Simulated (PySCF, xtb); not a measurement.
AlClGeH4, SMILES [GeH3][AlH][Cl].

Harmonic wavenumbers (cm⁻¹) from xtb 6.7.1 with GFN2-xTB at its own minimum, in rising order: 37, 90, 246, 260, 342, 427, 557, 619, 816, 893, 894, 1796, 1874, 1948, 1966.

### Question
What does PySCF 2.14.0 with PBE0-D3(BJ)/def2-SVP give at its own minimum? (Estimate from the structure and the level; the computed values follow.)

### Answer
16, 98, 314, 324, 421, 477, 539, 652, 792, 885, 887, 1954, 2135, 2141, 2145. Paired by order, the mean absolute difference is 78 cm⁻¹ and the zero-point energies are 18.3 and 19.7 kcal/mol.
